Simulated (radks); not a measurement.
Values are calculated unless marked as measured or tabulated.
Task: These are the eigenvalues of the occupied orbitals of an atom or ion with whole-number occupations (hartree). Code: a radial shooting solver on a logarithmic mesh with Libxc functionals. Model: scalar-relativistic Kohn-Sham, PW91, spin-unpolarised, spherical densities, finite nucleus; Fermi nuclear charge, rms radius of each element as measured or else 0.836 A^(1/3) + 0.57 fm.

| orbital | eigenvalue |
|---|---|
| 1s | -301.9803 |
| 2s | -36.18242 |
| 2p | -31.15229 |
| 3s | -4.20188 |
| 3p | -2.75198 |
| 3d | -0.47958 |

Which element is it, and in what charge state? The configuration may be excited.

Result: Z = 28, nickel, charge +1: Ni+ in [Ar] 3d9. The list shows which subshells hold electrons but not how many an open one holds; the 1s level, -301.98 hartree, gives Z - s = 24.6 by -(Z - s)^2/2, which with screening and relativity narrows Z to a few neighbours, and the depths of the outer levels then fix element, charge and occupations together.
